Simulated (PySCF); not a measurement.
PySCF input file for Cl₂FGeH₃Si, SMILES F[Si](Cl)(Cl)[GeH3], ωB97X-D3(BJ)/def2-SVP. 

```python
import numpy as np
from pyscf import gto, scf, dft
from pyscf.geomopt import geometric_solver

mol = gto.M(
    atom='''
    F     1.13830534   -0.34285973    1.58110473
    Si    0.56955434   -0.06296150    0.09979923
    Cl    1.44000183    1.64074166   -0.48254993
    Cl    1.16106324   -1.63038722   -0.99247506
    Ge   -1.73494726    0.10477165    0.26650927
    H    -2.17408089    1.36519176    0.93408099
    H    -2.33603082   -1.01444471    1.05019892
    H    -2.40819076    0.08773332   -1.06428341
    ''',
    basis='def2-SVP',
    charge=0,
    spin=0,
    max_memory=1600,
    verbose=3,
)
mf = dft.RKS(mol, xc='wb97x-d3bj').density_fit(auxbasis='def2-universal-jkfit')
mf.grids.level = 3
mf.conv_tol = 1e-9
mf.max_cycle = 100
mf.kernel()
grad = mf.nuc_grad_method()
grad.grid_response = mol.nao <= 150
conv, mol_eq = geometric_solver.kernel(grad, convergence_set='GAU_TIGHT', maxsteps=100)
print(mol_eq.tostring(format='xyz'))
mf.reset(mol_eq)
mf.kernel()
```

Log of the run:

```
converged SCF energy = -3387.98319863514
[banner and settings of the optimiser left out]
Geometry optimization cycle 1
Cartesian coordinates (Angstrom)
 Atom        New coordinates             dX        dY        dZ
   F   1.138305  -0.342860   1.581105    0.000000  0.000000  0.000000
  Si   0.569554  -0.062962   0.099799    0.000000  0.000000  0.000000
  Cl   1.440002   1.640742  -0.482550    0.000000 -0.000000  0.000000
  Cl   1.161063  -1.630387  -0.992475    0.000000  0.000000  0.000000
  Ge  -1.734947   0.104772   0.266509    0.000000  0.000000  0.000000
   H  -2.174081   1.365192   0.934081    0.000000  0.000000 -0.000000
   H  -2.336031  -1.014445   1.050199    0.000000  0.000000  0.000000
   H  -2.408191   0.087733  -1.064283    0.000000  0.000000  0.000000

WARN: Mole.unit (angstrom) is changed to Bohr

converged SCF energy = -3387.98319863512
--------------- DFRKS_Scanner gradients ---------------
         x                y                z
0 F    -0.0020919803     0.0013667587    -0.0091390914
1 Si     0.0079561479     0.0020527731    -0.0172380119
2 Cl    -0.0074587915    -0.0160211152     0.0098820627
3 Cl    -0.0049052591     0.0134865468     0.0142445748
4 Ge     0.0006227259    -0.0004870108     0.0021382172
5 H     0.0000853007    -0.0151027920    -0.0080621246
6 H     0.0018530907     0.0142388251    -0.0089557362
7 H     0.0039389463     0.0004660659     0.0171301162
----------------------------------------------
cycle 1: E = -3387.98319864  dE = -3387.98  norm(grad) = 0.0465522
Step    0 : Gradient = 1.646e-02/2.025e-02 (rms/max) Energy = -3387.9831986351
Hessian Eigenvalues: 2.30000e-02 5.00000e-02 5.00000e-02 ... 3.45969e-01 3.46071e-01 4.91046e-01

Geometry optimization cycle 2
Cartesian coordinates (Angstrom)
 Atom        New coordinates             dX        dY        dZ
   F   1.146218  -0.344999   1.625700    0.007913 -0.002139  0.044595
  Si   0.572453  -0.068241   0.134739    0.002899 -0.005279  0.034940
[...]
7 H     0.0000081543     0.0000033613    -0.0000047987
----------------------------------------------
cycle 28: E = -3387.9893543  dE = -1.33326e-07  norm(grad) = 0.0001339
Step   27 : Displace = 3.735e-04/5.896e-04 (rms/max) Trust = 3.000e-01 (=) Grad = 4.734e-05/9.669e-05 (rms/max) E (change) = -3387.9893543041 (-1.333e-07) Quality = 1.457
Hessian Eigenvalues: 1.92785e-04 5.47128e-04 1.21987e-03 ... 3.14549e-01 3.75969e-01 4.98443e-01

Geometry optimization cycle 29
Cartesian coordinates (Angstrom)
 Atom        New coordinates             dX        dY        dZ
   F   1.083158  -0.293718   1.768177   -0.000722  0.004259  0.001522
  Si   0.548134  -0.130981   0.249506   -0.000084 -0.000280  0.000795
  Cl   1.523073   1.469652  -0.572209    0.000413 -0.002929 -0.003777
  Cl   1.081796  -1.823509  -0.770083    0.000020 -0.003513  0.006212
  Ge  -1.776255   0.181613   0.195378    0.000049  0.000451 -0.000962
   H  -2.139407   1.451371   0.973435    0.000601  0.003463 -0.005572
   H  -2.468794  -1.035240   0.819213   -0.000834  0.003146  0.003351
   H  -2.197616   0.328452  -1.270931    0.000448 -0.004555 -0.001589
converged SCF energy = -3387.98935444297
--------------- DFRKS_Scanner gradients ---------------
         x                y                z
0 F    -0.0000064360    -0.0000022400     0.0000038012
1 Si     0.0000396932     0.0000889137    -0.0000004392
2 Cl    -0.0000183535    -0.0000463257     0.0000198356
3 Cl    -0.0000121942    -0.0000268882    -0.0000229416
4 Ge     0.0000242436    -0.0000186878    -0.0000493097
5 H    -0.0000239796    -0.0000074967     0.0000272786
6 H    -0.0000104927     0.0000084162     0.0000281654
7 H     0.0000075104     0.0000043239    -0.0000063725
----------------------------------------------
cycle 29: E = -3387.98935444  dE = -1.38849e-07  norm(grad) = 0.00014018
Step   28 : Displace = 4.614e-04/6.483e-04 (rms/max) Trust = 3.000e-01 (=) Grad = 4.956e-05/9.737e-05 (rms/max) E (change) = -3387.9893544430 (-1.388e-07) Quality = 1.692
Hessian Eigenvalues: 1.98021e-04 3.88150e-04 1.23043e-03 ... 3.14314e-01 3.50131e-01 4.98851e-01

Geometry optimization cycle 30
Cartesian coordinates (Angstrom)
 Atom        New coordinates             dX        dY        dZ
   F   1.083653  -0.287077   1.768805    0.000495  0.006641  0.000628
  Si   0.548108  -0.130783   0.249625   -0.000027  0.000198  0.000119
  Cl   1.521554   1.467415  -0.578769   -0.001519 -0.002238 -0.006561
  Cl   1.082929  -1.826933  -0.763179    0.001134 -0.003424  0.006904
  Ge  -1.776354   0.181277   0.195181   -0.000099 -0.000337 -0.000198
   H  -2.138388   1.455308   0.966727    0.001019  0.003938 -0.006708
   H  -2.468830  -1.032180   0.825632   -0.000035  0.003060  0.006419
   H  -2.198707   0.320672  -1.271570   -0.001091 -0.007781 -0.000639
converged SCF energy = -3387.9893546034
--------------- DFRKS_Scanner gradients ---------------
         x                y                z
0 F    -0.0000019872    -0.0000005482     0.0000092579
1 Si     0.0000272857     0.0000445226    -0.0000103380
2 Cl    -0.0000162759    -0.0000250981     0.0000115370
3 Cl    -0.0000062184    -0.0000152452    -0.0000099566
4 Ge     0.0000154777    -0.0000108670    -0.0000319502
5 H    -0.0000124410    -0.0000017295     0.0000171912
6 H    -0.0000085246     0.0000050962     0.0000186093
7 H     0.0000027547     0.0000038593    -0.0000043206
----------------------------------------------
cycle 30: E = -3387.9893546  dE = -1.60423e-07  norm(grad) = 8.14838e-05
Step   29 : Displace = 1.097e-03/1.637e-03 (rms/max) Trust = 3.000e-01 (=) Grad = 2.881e-05/5.323e-05 (rms/max) E (change) = -3387.9893546034 (-1.604e-07) Quality = 1.289
Hessian Eigenvalues: 2.07594e-04 3.72281e-04 1.24899e-03 ... 3.14165e-01 3.40727e-01 4.98663e-01

Geometry optimization cycle 31
Cartesian coordinates (Angstrom)
 Atom        New coordinates             dX        dY        dZ
   F   1.085030  -0.285481   1.767626    0.001377  0.001595 -0.001179
  Si   0.548197  -0.130153   0.248802    0.000090  0.000630 -0.000823
  Cl   1.519686   1.468671  -0.580850   -0.001868  0.001257 -0.002081
  Cl   1.083872  -1.826130  -0.763760    0.000942  0.000803 -0.000581
  Ge  -1.776504   0.180410   0.196135   -0.000150 -0.000867  0.000954
   H  -2.138300   1.455063   0.966721    0.000089 -0.000245 -0.000006
   H  -2.467737  -1.032938   0.828112    0.001092 -0.000758  0.002480
   H  -2.200288   0.318269  -1.270346   -0.001580 -0.002402  0.001224
converged SCF energy = -3387.98935463015
--------------- DFRKS_Scanner gradients ---------------
         x                y                z
0 F     0.0000000621    -0.0000005680     0.0000042659
1 Si     0.0000094499     0.0000136321    -0.0000063057
2 Cl    -0.0000070602    -0.0000083218     0.0000039886
3 Cl    -0.0000018665    -0.0000051571    -0.0000021645
4 Ge     0.0000056489    -0.0000037435    -0.0000111535
5 H    -0.0000031946     0.0000004381     0.0000057595
6 H    -0.0000031003     0.0000019343     0.0000068156
7 H     0.0000001122     0.0000017914    -0.0000012368
----------------------------------------------
cycle 31: E = -3387.98935463  dE = -2.67564e-08  norm(grad) = 2.79579e-05
Step   30 : Displace = 4.832e-04/7.853e-04 (rms/max) Trust = 3.000e-01 (=) Grad = 9.885e-06/1.775e-05 (rms/max) E (change) = -3387.9893546302 (-2.676e-08) Quality = 1.225
Hessian Eigenvalues: 2.00148e-04 4.42836e-04 1.23482e-03 ... 3.13788e-01 3.31624e-01 4.96920e-01

Geometry optimization cycle 32
Cartesian coordinates (Angstrom)
 Atom        New coordinates             dX        dY        dZ
   F   1.085342  -0.286057   1.767192    0.000312 -0.000576 -0.000434
  Si   0.548209  -0.130025   0.248549    0.000012  0.000128 -0.000253
  Cl   1.519283   1.469456  -0.580399   -0.000403  0.000785  0.000451
  Cl   1.084104  -1.825322  -0.765008    0.000232  0.000807 -0.001247
  Ge  -1.776554   0.180182   0.196459   -0.000050 -0.000228  0.000324
   H  -2.138365   1.454387   0.967752   -0.000065 -0.000676  0.001031
   H  -2.467448  -1.033693   0.827774    0.000289 -0.000755 -0.000338
   H  -2.200600   0.318777  -1.269875   -0.000312  0.000508  0.000471
converged SCF energy = -3387.98935463328
--------------- DFRKS_Scanner gradients ---------------
         x                y                z
0 F     0.0000010682    -0.0000007162     0.0000024734
1 Si     0.0000009219     0.0000005763    -0.0000036284
2 Cl    -0.0000008325    -0.0000005048     0.0000003631
3 Cl    -0.0000005980    -0.0000008505     0.0000000783
4 Ge    -0.0000003394    -0.0000001798    -0.0000011509
5 H     0.0000003603     0.0000007041     0.0000008293
6 H    -0.0000002916     0.0000000850     0.0000008134
7 H    -0.0000003400     0.0000009053     0.0000001827
----------------------------------------------
cycle 32: E = -3387.98935463  dE = -3.13003e-09  norm(grad) = 5.36593e-06
Step   31 : Displace = 5.475e-05/8.483e-05 (rms/max) Trust = 3.000e-01 (=) Grad = 1.897e-06/3.788e-06 (rms/max) E (change) = -3387.9893546333 (-3.130e-09) Quality = 0.975
Hessian Eigenvalues: 2.00508e-04 5.58237e-04 1.20815e-03 ... 3.13614e-01 3.29216e-01 4.94241e-01

Geometry optimization cycle 33
Cartesian coordinates (Angstrom)
 Atom        New coordinates             dX        dY        dZ
   F   1.085442  -0.285761   1.767145    0.000101  0.000296 -0.000047
  Si   0.548217  -0.129936   0.248517    0.000009  0.000088 -0.000033
  Cl   1.519155   1.469509  -0.580673   -0.000128  0.000053 -0.000274
  Cl   1.084179  -1.825309  -0.764878    0.000075  0.000014  0.000130
  Ge  -1.776567   0.180104   0.196512   -0.000014 -0.000078  0.000053
   H  -2.138413   1.454484   0.967492   -0.000049  0.000098 -0.000260
   H  -2.467327  -1.033671   0.828163    0.000122  0.000022  0.000389
   H  -2.200717   0.318286  -1.269830   -0.000117 -0.000491  0.000044
converged SCF energy = -3387.98935463369
--------------- DFRKS_Scanner gradients ---------------
         x                y                z
0 F     0.0000007167    -0.0000004320     0.0000004839
1 Si    -0.0000011126    -0.0000019213    -0.0000010488
2 Cl     0.0000006658     0.0000008295    -0.0000008245
3 Cl    -0.0000002968     0.0000001029     0.0000004041
4 Ge    -0.0000008305     0.0000004569     0.0000011391
5 H     0.0000009136     0.0000006121    -0.0000004317
6 H     0.0000003135     0.0000001759    -0.0000001196
7 H    -0.0000003662     0.0000002071     0.0000004060
----------------------------------------------
cycle 33: E = -3387.98935463  dE = -4.0427e-10  norm(grad) = 3.62129e-06
Step   32 : Displace = 9.741e-05/1.301e-04 (rms/max) Trust = 3.000e-01 (=) Grad = 1.280e-06/2.455e-06 (rms/max) E (change) = -3387.9893546337 (-4.043e-10) Quality = 0.991
Hessian Eigenvalues: 1.96567e-04 1.10718e-03 1.21095e-03 ... 3.13835e-01 3.31705e-01 4.88610e-01

Geometry optimization cycle 34
Cartesian coordinates (Angstrom)
 Atom        New coordinates             dX        dY        dZ
   F   1.085498  -0.285823   1.767079    0.000056 -0.000062 -0.000066
  Si   0.548227  -0.129875   0.248483    0.000009  0.000061 -0.000034
  Cl   1.519082   1.469685  -0.580582   -0.000073  0.000176  0.000091
  Cl   1.084234  -1.825123  -0.765098    0.000056  0.000186 -0.000220
  Ge  -1.776574   0.180038   0.196561   -0.000007 -0.000066  0.000048
   H  -2.138495   1.454326   0.967656   -0.000082 -0.000159  0.000164
   H  -2.467241  -1.033838   0.828115    0.000086 -0.000167 -0.000048
   H  -2.200756   0.318313  -1.269764   -0.000040  0.000027  0.000067
converged SCF energy = -3387.98935463402
--------------- DFRKS_Scanner gradients ---------------
         x                y                z
0 F    -0.0000003698    -0.0000004635    -0.0000026750
1 Si    -0.0000008812    -0.0000019102     0.0000032756
2 Cl     0.0000011470     0.0000010501    -0.0000010027
3 Cl    -0.0000001357     0.0000001851    -0.0000007461
4 Ge    -0.0000006845     0.0000006459     0.0000016041
5 H     0.0000007710     0.0000000874    -0.0000003360
6 H     0.0000004662     0.0000001941    -0.0000005545
7 H    -0.0000002423     0.0000002067     0.0000004174
----------------------------------------------
cycle 34: E = -3387.98935463  dE = -3.38332e-10  norm(grad) = 5.63095e-06
Step   33 : Displace = 1.807e-05/2.865e-05 (rms/max) Trust = 3.000e-01 (=) Grad = 1.991e-06/3.893e-06 (rms/max) E (change) = -3387.9893546340 (-3.383e-10) Quality = 1.263
Hessian Eigenvalues: 1.96567e-04 1.10718e-03 1.21095e-03 ... 3.13835e-01 3.31705e-01 4.88610e-01
Converged! =D

8
XYZ from PySCF
F           1.08549817       -0.28582258        1.76707871
Si          0.54822683       -0.12987533        0.24848278
Cl          1.51908191        1.46968459       -0.58058213
Cl          1.08423442       -1.82512287       -0.76509796
Ge         -1.77657419        0.18003791        0.19656074
H          -2.13849516        1.45432567        0.96765605
H          -2.46724079       -1.03383845        0.82811549
H          -2.20075649        0.31831274       -1.26976368
converged SCF energy = -3387.98935463402
```

The calculation finished and met its thresholds.

Cost: about 10 core-minutes (a rough figure).
